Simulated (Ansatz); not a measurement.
CH$_{4}$ClI (SMILES Cl.CI), singlet: a trajectory.

in.yaml

```yaml
crystal:
  periodic: [false, false, false]
  atoms:
    - {symbol: Cl, position_ang: [0.146909, 0.361429, -2.801008]}
    - {symbol: H, position_ang: [-0.275166, -0.510997, -1.944286]}
    - {symbol: C, position_ang: [0.124156, 0.229053, 1.014387]}
    - {symbol: I, position_ang: [-0.783480, -1.606265, 0.421982]}
    - {symbol: H, position_ang: [1.115743, 0.257568, 0.573938]}
    - {symbol: H, position_ang: [-0.496792, 1.034986, 0.636357]}
    - {symbol: H, position_ang: [0.168531, 0.234226, 2.098829]}
basis:
  gaussian: {orbitals: def2-SVP}
hamiltonian: {xc: pbe0, dispersion: d4}
md: {n_steps: 80, timestep: 0.75, temperature: 100, ensemble: nve, seed: 719, initial_velocities: maxwell_boltzmann}
```

Run by:

```bash
ansatz run in.yaml --threads 4 --pin off --events-out ev --progress --plain --max-ram 9574MiB
```

The run's output (Ansatz 0.2.0):

```
Functional definition: PBE0
  name "PBE0"
  cite "Adamo & Barone, J. Chem. Phys. 110, 6158 (1999) doi:10.1063/1.478522"
  cite "Perdew, Burke & Ernzerhof, Phys. Rev. Lett. 77, 3865 (1996) doi:10.1103/PhysRevLett.77.3865"
  parent pbe
  parameter a = 0.25
  parameter kappa = 0.804
  parameter beta = 0.06672455060314922
  exchange = (1 - a)*pbe_x(kappa = kappa, mu = beta*pi^2/3) + a*exact_x
  correlation = pbe_c(beta = beta)
928 factors; integrals over basis functions are off by at most 3.9e-4 eV
mean field evaluation 1: about -21712.9463 eV, gradient 3.4e1 eV
mean field evaluation 2: about -21710.8409 eV, gradient 4.2e1 eV
mean field evaluation 4: about -21715.9153 eV, gradient 8.1e-1 eV
mean field evaluation 8: about -21715.9365 eV, gradient 1.9e-2 eV
mean field -21715.93647165 eV, -798.0459457426 hartree, gradient 2.1e-5 eV, S^2 0.000000; 0 other end points of the search recorded, 0 dependent functions left out
the calculation of the forces begins
reference -21715.93649395 eV, -798.0459465623 hartree; 26, 26 occupied and 52, 52 virtual orbitals, 928 factors
md step     0: t =     0.00 fs  T =   100.0 K  F+E_penalty+E_count = -21716.04357350 eV  E_kin = 0.064630 eV  conserved = -21715.97894350 eV  (25 SCF iters)
md step     1: t =     0.75 fs  T =    98.1 K  F+E_penalty+E_count = -21716.04231816 eV  E_kin = 0.063417 eV  conserved = -21715.97890149 eV  (23 SCF iters)
md step     2: t =     1.50 fs  T =    95.5 K  F+E_penalty+E_count = -21716.04064281 eV  E_kin = 0.061746 eV  conserved = -21715.97889722 eV  (24 SCF iters)
md step     3: t =     2.25 fs  T =    92.3 K  F+E_penalty+E_count = -21716.03861267 eV  E_kin = 0.059684 eV  conserved = -21715.97892884 eV  (23 SCF iters)
md step     4: t =     3.00 fs  T =    87.9 K  F+E_penalty+E_count = -21716.03577569 eV  E_kin = 0.056822 eV  conserved = -21715.97895334 eV  (25 SCF iters)
md step     5: t =     3.75 fs  T =    81.8 K  F+E_penalty+E_count = -21716.03179180 eV  E_kin = 0.052863 eV  conserved = -21715.97892921 eV  (24 SCF iters)
md step     6: t =     4.50 fs  T =    74.6 K  F+E_penalty+E_count = -21716.02704295 eV  E_kin = 0.048185 eV  conserved = -21715.97885835 eV  (25 SCF iters)
md step     7: t =     5.25 fs  T =    67.8 K  F+E_penalty+E_count = -21716.02261191 eV  E_kin = 0.043829 eV  conserved = -21715.97878271 eV  (25 SCF iters)
md step     8: t =     6.00 fs  T =    63.3 K  F+E_penalty+E_count = -21716.01966165 eV  E_kin = 0.040914 eV  conserved = -21715.97874728 eV  (24 SCF iters)
md step     9: t =     6.75 fs  T =    61.9 K  F+E_penalty+E_count = -21716.01874948 eV  E_kin = 0.039980 eV  conserved = -21715.97876941 eV  (24 SCF iters)
md step    10: t =     7.50 fs  T =    63.0 K  F+E_penalty+E_count = -21716.01954575 eV  E_kin = 0.040711 eV  conserved = -21715.97883475 eV  (23 SCF iters)
md step    11: t =     8.25 fs  T =    65.2 K  F+E_penalty+E_count = -21716.02104517 eV  E_kin = 0.042135 eV  conserved = -21715.97891008 eV  (23 SCF iters)
md step    12: t =     9.00 fs  T =    66.7 K  F+E_penalty+E_count = -21716.02208966 eV  E_kin = 0.043133 eV  conserved = -21715.97895676 eV  (24 SCF iters)
md step    13: t =     9.75 fs  T =    66.6 K  F+E_penalty+E_count = -21716.02197616 eV  E_kin = 0.043029 eV  conserved = -21715.97894681 eV  (24 SCF iters)
md step    14: t =    10.50 fs  T =    65.0 K  F+E_penalty+E_count = -21716.02087048 eV  E_kin = 0.041982 eV  conserved = -21715.97888839 eV  (24 SCF iters)
md step    15: t =    11.25 fs  T =    63.2 K  F+E_penalty+E_count = -21716.01965207 eV  E_kin = 0.040817 eV  conserved = -21715.97883508 eV  (23 SCF iters)
md step    16: t =    12.00 fs  T =    62.3 K  F+E_penalty+E_count = -21716.01910293 eV  E_kin = 0.040259 eV  conserved = -21715.97884359 eV  (24 SCF iters)
md step    17: t =    12.75 fs  T =    62.2 K  F+E_penalty+E_count = -21716.01908165 eV  E_kin = 0.040170 eV  conserved = -21715.97891212 eV  (24 SCF iters)
md step    18: t =    13.50 fs  T =    61.2 K  F+E_penalty+E_count = -21716.01855904 eV  E_kin = 0.039582 eV  conserved = -21715.97897687 eV  (24 SCF iters)
md step    19: t =    14.25 fs  T =    58.2 K  F+E_penalty+E_count = -21716.01655953 eV  E_kin = 0.037584 eV  conserved = -21715.97897509 eV  (23 SCF iters)
md step    20: t =    15.00 fs  T =    52.9 K  F+E_penalty+E_count = -21716.01310251 eV  E_kin = 0.034202 eV  conserved = -21715.97890077 eV  (26 SCF iters)
md step    21: t =    15.75 fs  T =    47.2 K  F+E_penalty+E_count = -21716.00931408 eV  E_kin = 0.030512 eV  conserved = -21715.97880178 eV  (25 SCF iters)
md step    22: t =    16.50 fs  T =    43.3 K  F+E_penalty+E_count = -21716.00671410 eV  E_kin = 0.027976 eV  conserved = -21715.97873856 eV  (25 SCF iters)
md step    23: t =    17.25 fs  T =    42.6 K  F+E_penalty+E_count = -21716.00628276 eV  E_kin = 0.027536 eV  conserved = -21715.97874680 eV  (23 SCF iters)
md step    24: t =    18.00 fs  T =    45.0 K  F+E_penalty+E_count = -21716.00789471 eV  E_kin = 0.029073 eV  conserved = -21715.97882185 eV  (23 SCF iters)
md step    25: t =    18.75 fs  T =    48.7 K  F+E_penalty+E_count = -21716.01039172 eV  E_kin = 0.031471 eV  conserved = -21715.97892024 eV  (24 SCF iters)
md step    26: t =    19.50 fs  T =    51.5 K  F+E_penalty+E_count = -21716.01227141 eV  E_kin = 0.033294 eV  conserved = -21715.97897726 eV  (25 SCF iters)
md step    27: t =    20.25 fs  T =    52.2 K  F+E_penalty+E_count = -21716.01268497 eV  E_kin = 0.033737 eV  conserved = -21715.97894785 eV  (25 SCF iters)
md step    28: t =    21.00 fs  T =    51.4 K  F+E_penalty+E_count = -21716.01209297 eV  E_kin = 0.033238 eV  conserved = -21715.97885477 eV  (24 SCF iters)
md step    29: t =    21.75 fs  T =    51.2 K  F+E_penalty+E_count = -21716.01188626 eV  E_kin = 0.033099 eV  conserved = -21715.97878768 eV  (24 SCF iters)
md step    30: t =    22.50 fs  T =    53.0 K  F+E_penalty+E_count = -21716.01304538 eV  E_kin = 0.034222 eV  conserved = -21715.97882341 eV  (24 SCF iters)
md step    31: t =    23.25 fs  T =    55.8 K  F+E_penalty+E_count = -21716.01502084 eV  E_kin = 0.036079 eV  conserved = -21715.97894179 eV  (24 SCF iters)
md step    32: t =    24.00 fs  T =    57.2 K  F+E_penalty+E_count = -21716.01603635 eV  E_kin = 0.036996 eV  conserved = -21715.97904059 eV  (24 SCF iters)
md step    33: t =    24.75 fs  T =    55.0 K  F+E_penalty+E_count = -21716.01459874 eV  E_kin = 0.035564 eV  conserved = -21715.97903427 eV  (24 SCF iters)
md step    34: t =    25.50 fs  T =    49.3 K  F+E_penalty+E_count = -21716.01078904 eV  E_kin = 0.031864 eV  conserved = -21715.97892456 eV  (23 SCF iters)
md step    35: t =    26.25 fs  T =    42.5 K  F+E_penalty+E_count = -21716.00626982 eV  E_kin = 0.027485 eV  conserved = -21715.97878526 eV  (24 SCF iters)
md step    36: t =    27.00 fs  T =    37.9 K  F+E_penalty+E_count = -21716.00318087 eV  E_kin = 0.024480 eV  conserved = -21715.97870095 eV  (23 SCF iters)
md step    37: t =    27.75 fs  T =    37.3 K  F+E_penalty+E_count = -21716.00283026 eV  E_kin = 0.024113 eV  conserved = -21715.97871677 eV  (23 SCF iters)
md step    38: t =    28.50 fs  T =    40.5 K  F+E_penalty+E_count = -21716.00498023 eV  E_kin = 0.026162 eV  conserved = -21715.97881870 eV  (24 SCF iters)
md step    39: t =    29.25 fs  T =    45.1 K  F+E_penalty+E_count = -21716.00807209 eV  E_kin = 0.029133 eV  conserved = -21715.97893872 eV  (23 SCF iters)
md step    40: t =    30.00 fs  T =    48.4 K  F+E_penalty+E_count = -21716.01029784 eV  E_kin = 0.031310 eV  conserved = -21715.97898743 eV  (24 SCF iters)
md step    41: t =    30.75 fs  T =    49.6 K  F+E_penalty+E_count = -21716.01096886 eV  E_kin = 0.032053 eV  conserved = -21715.97891629 eV  (23 SCF iters)
md step    42: t =    31.50 fs  T =    50.2 K  F+E_penalty+E_count = -21716.01120866 eV  E_kin = 0.032433 eV  conserved = -21715.97877563 eV  (25 SCF iters)
md step    43: t =    32.25 fs  T =    53.3 K  F+E_penalty+E_count = -21716.01314517 eV  E_kin = 0.034449 eV  conserved = -21715.97869600 eV  (23 SCF iters)
md step    44: t =    33.00 fs  T =    60.6 K  F+E_penalty+E_count = -21716.01795213 eV  E_kin = 0.039179 eV  conserved = -21715.97877343 eV  (23 SCF iters)
md step    45: t =    33.75 fs  T =    70.4 K  F+E_penalty+E_count = -21716.02444405 eV  E_kin = 0.045478 eV  conserved = -21715.97896627 eV  (23 SCF iters)
md step    46: t =    34.50 fs  T =    78.3 K  F+E_penalty+E_count = -21716.02970348 eV  E_kin = 0.050576 eV  conserved = -21715.97912792 eV  (24 SCF iters)
md step    47: t =    35.25 fs  T =    80.6 K  F+E_penalty+E_count = -21716.03126258 eV  E_kin = 0.052121 eV  conserved = -21715.97914163 eV  (24 SCF iters)
md step    48: t =    36.00 fs  T =    77.2 K  F+E_penalty+E_count = -21716.02887763 eV  E_kin = 0.049867 eV  conserved = -21715.97901091 eV  (23 SCF iters)
md step    49: t =    36.75 fs  T =    70.7 K  F+E_penalty+E_count = -21716.02451962 eV  E_kin = 0.045683 eV  conserved = -21715.97883697 eV  (24 SCF iters)
md step    50: t =    37.50 fs  T =    65.2 K  F+E_penalty+E_count = -21716.02085443 eV  E_kin = 0.042120 eV  conserved = -21715.97873486 eV  (24 SCF iters)
md step    51: t =    38.25 fs  T =    63.0 K  F+E_penalty+E_count = -21716.01946185 eV  E_kin = 0.040698 eV  conserved = -21715.97876347 eV  (23 SCF iters)
md step    52: t =    39.00 fs  T =    63.5 K  F+E_penalty+E_count = -21716.01990628 eV  E_kin = 0.041008 eV  conserved = -21715.97889795 eV  (23 SCF iters)
md step    53: t =    39.75 fs  T =    63.6 K  F+E_penalty+E_count = -21716.02012526 eV  E_kin = 0.041083 eV  conserved = -21715.97904270 eV  (23 SCF iters)
md step    54: t =    40.50 fs  T =    60.1 K  F+E_penalty+E_count = -21716.01792502 eV  E_kin = 0.038843 eV  conserved = -21715.97908234 eV  (24 SCF iters)
md step    55: t =    41.25 fs  T =    52.3 K  F+E_penalty+E_count = -21716.01274723 eV  E_kin = 0.033784 eV  conserved = -21715.97896287 eV  (23 SCF iters)
md step    56: t =    42.00 fs  T =    42.8 K  F+E_penalty+E_count = -21716.00644569 eV  E_kin = 0.027690 eV  conserved = -21715.97875536 eV  (23 SCF iters)
md step    57: t =    42.75 fs  T =    36.4 K  F+E_penalty+E_count = -21716.00216437 eV  E_kin = 0.023541 eV  conserved = -21715.97862343 eV  (24 SCF iters)
md step    58: t =    43.50 fs  T =    35.9 K  F+E_penalty+E_count = -21716.00187880 eV  E_kin = 0.023194 eV  conserved = -21715.97868446 eV  (23 SCF iters)
md step    59: t =    44.25 fs  T =    39.9 K  F+E_penalty+E_count = -21716.00466524 eV  E_kin = 0.025773 eV  conserved = -21715.97889252 eV  (24 SCF iters)
md step    60: t =    45.00 fs  T =    43.8 K  F+E_penalty+E_count = -21716.00738306 eV  E_kin = 0.028304 eV  conserved = -21715.97907887 eV  (23 SCF iters)
md step    61: t =    45.75 fs  T =    43.4 K  F+E_penalty+E_count = -21716.00718659 eV  E_kin = 0.028082 eV  conserved = -21715.97910503 eV  (23 SCF iters)
md step    62: t =    46.50 fs  T =    38.2 K  F+E_penalty+E_count = -21716.00363278 eV  E_kin = 0.024666 eV  conserved = -21715.97896651 eV  (23 SCF iters)
md step    63: t =    47.25 fs  T =    31.0 K  F+E_penalty+E_count = -21715.99880094 eV  E_kin = 0.020029 eV  conserved = -21715.97877227 eV  (23 SCF iters)
md step    64: t =    48.00 fs  T =    26.3 K  F+E_penalty+E_count = -21715.99565854 eV  E_kin = 0.017005 eV  conserved = -21715.97865401 eV  (26 SCF iters)
md step    65: t =    48.75 fs  T =    26.8 K  F+E_penalty+E_count = -21715.99602782 eV  E_kin = 0.017344 eV  conserved = -21715.97868429 eV  (23 SCF iters)
md step    66: t =    49.50 fs  T =    31.9 K  F+E_penalty+E_count = -21715.99944739 eV  E_kin = 0.020608 eV  conserved = -21715.97883984 eV  (23 SCF iters)
md step    67: t =    50.25 fs  T =    37.9 K  F+E_penalty+E_count = -21716.00353476 eV  E_kin = 0.024520 eV  conserved = -21715.97901442 eV  (23 SCF iters)
md step    68: t =    51.00 fs  T =    41.1 K  F+E_penalty+E_count = -21716.00564141 eV  E_kin = 0.026563 eV  conserved = -21715.97907819 eV  (24 SCF iters)
md step    69: t =    51.75 fs  T =    40.0 K  F+E_penalty+E_count = -21716.00483928 eV  E_kin = 0.025871 eV  conserved = -21715.97896802 eV  (24 SCF iters)
md step    70: t =    52.50 fs  T =    37.3 K  F+E_penalty+E_count = -21716.00283615 eV  E_kin = 0.024081 eV  conserved = -21715.97875565 eV  (24 SCF iters)
md step    71: t =    53.25 fs  T =    37.5 K  F+E_penalty+E_count = -21716.00284485 eV  E_kin = 0.024231 eV  conserved = -21715.97861364 eV  (24 SCF iters)
md step    72: t =    54.00 fs  T =    43.8 K  F+E_penalty+E_count = -21716.00698877 eV  E_kin = 0.028317 eV  conserved = -21715.97867147 eV  (23 SCF iters)
md step    73: t =    54.75 fs  T =    54.9 K  F+E_penalty+E_count = -21716.01438758 eV  E_kin = 0.035496 eV  conserved = -21715.97889149 eV  (23 SCF iters)
md step    74: t =    55.50 fs  T =    65.9 K  F+E_penalty+E_count = -21716.02171826 eV  E_kin = 0.042615 eV  conserved = -21715.97910349 eV  (24 SCF iters)
md step    75: t =    56.25 fs  T =    72.1 K  F+E_penalty+E_count = -21716.02574929 eV  E_kin = 0.046590 eV  conserved = -21715.97915883 eV  (25 SCF iters)
md step    76: t =    57.00 fs  T =    72.0 K  F+E_penalty+E_count = -21716.02560074 eV  E_kin = 0.046560 eV  conserved = -21715.97904067 eV  (24 SCF iters)
md step    77: t =    57.75 fs  T =    68.4 K  F+E_penalty+E_count = -21716.02304877 eV  E_kin = 0.044198 eV  conserved = -21715.97885071 eV  (25 SCF iters)
md step    78: t =    58.50 fs  T =    65.4 K  F+E_penalty+E_count = -21716.02099958 eV  E_kin = 0.042277 eV  conserved = -21715.97872241 eV  (23 SCF iters)
md step    79: t =    59.25 fs  T =    66.1 K  F+E_penalty+E_count = -21716.02142791 eV  E_kin = 0.042690 eV  conserved = -21715.97873784 eV  (24 SCF iters)
md step    80: t =    60.00 fs  T =    70.0 K  F+E_penalty+E_count = -21716.02409712 eV  E_kin = 0.045213 eV  conserved = -21715.97888422 eV  (26 SCF iters)
Total energy: -21716.02411971 eV, -798.0491667497 hartree
Atom 0 at     0.149943     0.386396    -2.869781 Å, force     0.061655     0.156052    -0.072530 eV/Å
Atom 1 at    -0.148067    -0.612934    -2.113769 Å, force    -0.072102    -0.146109     0.148048 eV/Å
Atom 2 at     0.113567     0.199871     1.095585 Å, force     0.298648     0.372228    -0.536781 eV/Å
Atom 3 at    -0.784230    -1.608901     0.433223 Å, force    -0.216173    -0.312863    -0.064009 eV/Å
Atom 4 at     1.172924     0.125581     0.783757 Å, force    -0.320231     0.162230     0.334668 eV/Å
Atom 5 at    -0.377427     1.028434     0.549721 Å, force     0.153546    -0.256851     0.269643 eV/Å
Atom 6 at    -0.021247     0.276227     2.181070 Å, force     0.094656     0.025313    -0.079040 eV/Å
Dipole moment:     0.062173     0.041863     0.383079 e Å

[the SCF lines of later steps are left out]
```

The run took about 63 s on 4 CPU threads of an Arm Neoverse V2 (shared host).
